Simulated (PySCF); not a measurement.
An excited-state job on `[PH2][GeH3]`.

Method: TDDFT PBE0/def2-SVPD, vertical, gas phase, core orbitals frozen in the response (PySCF 2.14.0, density-fitted response routines). Geometry: GFN2-xTB. The input is one job of a driver script: a line of settings, then coordinates in Å.

Input:
```
{"job": {"kind": "uv", "xc": "PBE0", "basis": "def2-SVPD", "nstates": 8, "ntriplets": 3}, "charge": 0, "multiplicity": 1}
P      1.279911    -0.123744     0.868894
Ge    -0.772859     0.173963    -0.092188
H      1.941725     0.539942    -0.156318
H      1.466905    -1.361832     0.267351
H     -1.806270    -0.679488     0.577788
H     -1.239447     1.588763     0.067689
H     -0.866632    -0.132699    -1.560293
```

Question: What does the run print?

Answer: 
```
coarse grid: 26192 points
cycle   1  E = -2420.5736981539  dE = -6.688e-01  |g| = 3.474e-01  |ddm| = 2.627e+00
cycle   2  E = -2420.5718790145  dE =  1.819e-03  |g| = 3.746e-01  |ddm| = 5.109e-01
cycle   3  E = -2420.5866430738  dE = -1.476e-02  |g| = 1.312e-02  |ddm| = 3.211e-01
cycle   4  E = -2420.5866909344  dE = -4.786e-05  |g| = 5.606e-03  |ddm| = 3.030e-02
cycle   5  E = -2420.5867045855  dE = -1.365e-05  |g| = 8.334e-04  |ddm| = 1.177e-02
cycle   6  E = -2420.5867048590  dE = -2.736e-07  |g| = 1.307e-04  |ddm| = 1.773e-03
final grid: 51824 points
cycle   7  E = -2420.5867036623  dE = -1.505e-08  |g| = 7.809e-05  |ddm| = 1.551e-03
cycle   8  E = -2420.5867036632  dE = -8.386e-10  |g| = 6.652e-05  |ddm| = 1.914e-04
cycle   9  E = -2420.5867036638  dE = -6.025e-10  |g| = 8.940e-06  |ddm| = 6.067e-05
converged SCF energy = -2420.5867036638

Static polarisability (au): isotropic 60.093, principal 52.670 53.124 74.484

Singlet excitations
state   eV       nm        f      main configurations
  1   6.6450    186.6   0.08645   H->L 0.86, H->L+1 0.09
  2   6.7843    182.8   0.16484   H->L+1 0.88
  3   6.8618    180.7   0.01417   H->L+2 0.94
  4   7.6372    162.3   0.00784   H->L+4 0.94
  5   7.6661    161.7   0.01128   H->L+3 0.82, H-1->L 0.13
  6   8.0027    154.9   0.13732   H-1->L 0.72, H->L+5 0.12
  7   8.1981    151.2   0.05130   H-2->L 0.92
  8   8.2563    150.2   0.08298   H-1->L+1 0.83, H->L+5 0.13

Triplet excitations (Tamm-Dancoff, eV): 5.4782 5.8487 6.4357
```

The SCF starts on a coarse grid where the log names one; the energy can jump when the final grid takes over, and dE then counts from the start density on the new grid. H and L stand for HOMO and LUMO; the number after each pair is its weight.

Question: How does the lowest singlet excitation compare with the HOMO–LUMO gap?

Answer: HOMO -7.67 eV and LUMO -0.07 eV give a gap of 7.60 eV; S1 at 6.64 eV lies 0.96 eV below it.

Summary of the converged run: HOMO -7.67 eV, LUMO -0.07 eV; lowest singlet 6.64 eV; lowest triplet 5.48 eV (Tamm–Dancoff); mean polarisability 60.1 au.

 Relativistic effects, spin–orbit coupling among them, are left out although an element past zinc is present.

Question: Estimate the wall time. Hardware: one thread of an Arm Neoverse V2, no GPU, shared host.

Answer: About 4.9 s.
Labels such as C1 count atoms from 1, the log's own numbers from 0.
